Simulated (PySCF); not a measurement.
Molecule: C$_{3}$H$_{5}$O (charge 0, doublet). It need not be the lowest isomer of its formula. 
Coordinates optimised at B3LYP-D3(BJ)/def2-TZVP (Ansatz):
```
C
H 1 1.1028
H 1 1.1028 2 103.04
C 1 1.4782 2 112.21 3 -120.91
H 4 1.0792 1 120.12 2 -122.27
H 4 1.0799 5 119.58 1 180.00
C 1 1.5088 2 106.52 3 111.90
O 7 1.2023 1 125.07 2 125.26
H 7 1.1103 8 120.60 1 180.00
```
Charge 0, spin multiplicity 2.

Dispersion corrections to the total energy (kcal/mol) from the dftd3 and dftd4 libraries through PySCF: D3(BJ) without and D4 with the three-body term, each with the damping fitted for the functional named.

```
functional  D3(BJ)      D4
----------  ------  ------
HF          -28.70  -12.15
B2PLYP       -2.52     ___
BP86         -4.97   -3.86
PBE0         -2.81   -2.50
TPSSh        -3.76     ___
B3LYP        -5.70   -4.84
HSE06        -1.98     ___
```

Fill in the missing entries.


- B2PLYP, D4: -2.10
- TPSSh, D4: -3.72
- HSE06, D4: -2.29
